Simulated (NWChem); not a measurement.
Everything below was run with NWChem. System: F₅Te, charge 0, spin multiplicity 2, at a geometry optimised with UB3LYP/def2-SVP with def2 effective core potentials on Te. The structure started from a generated list of species. Its SCF solution wasn't tested for a lower state. Level: G0W0@UPBE0/def2-SVP with def2 effective core potentials on Te, RI basis def2-svp-rifit, no spin-orbit coupling.

Input file:

```
start mol
memory heap 200 mb stack 700 mb global 1700 mb
geometry units angstroms nocenter noautoz
  F      1.942232     0.000000    -0.190067
  Te     0.000000     0.000000    -0.165762
  F      0.000000    -1.942227    -0.190213
  F      0.000000     1.942227    -0.190213
  F      0.000000     0.000000     1.718297
  F     -1.942232     0.000000    -0.190067
  symmetry group C2v
end
basis spherical
  * library def2-svp
end
ecp
  Te library def2-ecp
end
basis "ri basis" bse spherical
  * library def2-svp-rifit
end
dft
  xc pbe0
  odft
  mult 2
  iterations 100
  direct
  tolerances tight
end
task dft energy
gw
  states alpha occ 4 vir 2
  states beta occ 4 vir 2
end
task dft gw
```

Output (cleaned and shortened):

```
             Northwest Computational Chemistry Package (NWChem) 7.3.0
             --------------------------------------------------------

                                NWChem Input Module
                                -------------------

 Scaling coordinates for geometry "geometry" by  1.889725989
 (inverse scale =  0.529177249)

 Turning off AUTOSYM since
 SYMMETRY directive was detected!

                             Geometry "geometry" -> ""
                             -------------------------

 Output coordinates in angstroms (scale by  1.889725989 to convert to a.u.)

  No.       Tag          Charge          X              Y              Z
 ---- ---------------- ---------- -------------- -------------- --------------
    1 F                    9.0000     1.94223200     0.00000000    -0.19006700
    2 Te                  52.0000     0.00000000     0.00000000    -0.16576200
    3 F                    9.0000     0.00000000    -1.94222700    -0.19021300
    4 F                    9.0000     0.00000000     1.94222700    -0.19021300
    5 F                    9.0000     0.00000000     0.00000000     1.71829700
    6 F                    9.0000    -1.94223200     0.00000000    -0.19006700

 Effective nuclear repulsion energy (a.u.)     788.9064900243

            Nuclear Dipole moment (a.u.)
            ----------------------------
        X                 Y               Z
 ---------------- ---------------- ----------------
     0.0000000000     0.0000000000     0.0000170075

      Symmetry information
      --------------------

 Group name             C2v
 Group number             16
 Group order               4
 No. of unique centers     4

      Symmetry unique atoms

     1    2    3    5


 Summary of "ao basis" -> "" (spherical)
 ------------------------------------------------------------------------------
       Tag                 Description            Shells   Functions and Types
 ---------------- ------------------------------  ------  ---------------------
 *                          def2-svp                  on all atoms

 Summary of "ri basis" -> "" (spherical)
[...]
     1   0 0 1     -0.733748     -4.265418     -5.239201      8.770870

     2   2 0 0    -40.978547   -144.361616   -139.094957    242.478026
     2   1 1 0      0.000000      0.000000      0.000000      0.000000
     2   1 0 1     -0.000000      0.000000     -0.000000      0.000000
     2   0 2 0    -40.977582   -144.360888   -139.093471    242.476777
     2   0 1 1     -0.000000     -0.000000      0.000000      0.000000
     2   0 0 2    -35.971357    -69.914649    -67.952979    101.896272

 Task  times  cpu:        3.6s     wall:        3.6s

                                NWChem Input Module
                                -------------------

                                 NWChem GW Module
                                 ----------------

                             ***********************
                             ***        GW       ***
                             ***********************

 Summary of "ri basis" -> "ri basis" (spherical)
 ------------------------------------------------------------------------------
       Tag                 Description            Shells   Functions and Types
 ---------------- ------------------------------  ------  ---------------------
 F                       def2-svp-rifit             16       48   6s5p4d1f
 Te                      def2-svp-rifit             30      114   9s8p7d4f2g

                 Memory Information
                 ------------------
          Available GA per process is          1699.9 MBs
          Available stack per process is        700.0 MBs
          Available heap per process is           0.0 MBs

          Peak memory in Initialization
              Peak GA per process is                 19.7 MBs
              Peak stack per process is               0.1 MBs
              Peak heap per process is               20.1 MBs
              Memory not in MA per process            0.0 MBs

          Peak memory in AFF Calculation
              Peak GA per process is                167.4 MBs
              Peak stack per process is             137.4 MBs
              Peak heap per process is                0.0 MBs
              Memory not in MA per process          137.4 MBs

          Computing 2-center integrals
          Computing Inverse Cholesky factor
          Computing 3-center integrals
          Computing V_xc ...

          Computing Sigma_x
          Computing RPA polarizability
          Solving quasiparticle equations

                  Alpha Orbitals
          State     Energy (eV)     Error (eV)
          -----------------------------------
@GW        32        -14.310           0.004
@GW        33        -14.310           0.004
@GW        34        -13.943           0.004
@GW        35        -11.202           0.003
@GW        36          0.785           0.002
@GW        37          2.906           0.002

                   Beta Orbitals
          State     Energy (eV)     Error (eV)
          -----------------------------------
@GW        31        -14.044           0.004
@GW        32        -14.044           0.004
@GW        33        -13.801           0.004
@GW        34        -13.770           0.004
@GW        35         -3.612           0.002
@GW        36          1.325           0.003

   Applying  -1.3624 eV scissor-shift to rest of particle states

   Applying   3.3918 eV scissor-shift to rest of hole states

   Applying  -1.8116 eV scissor-shift to rest of particle states

   Applying   3.0616 eV scissor-shift to rest of hole states

     GW Timing Statistics
   ------------------------
   Init.   :          0.0s
     ERIs  :          0.5s
     Distr.:          0.0s
     Vxc   :          0.4s
   Sigma_x :          0.0s
   RPA     :         11.8s
   Wmn     :          0.1s
   Sigma_c :          0.1s
   GW total:         13.0s

 Task  times  cpu:       13.0s     wall:       13.0s

 Total times  cpu:       16.7s     wall:       16.7s
```
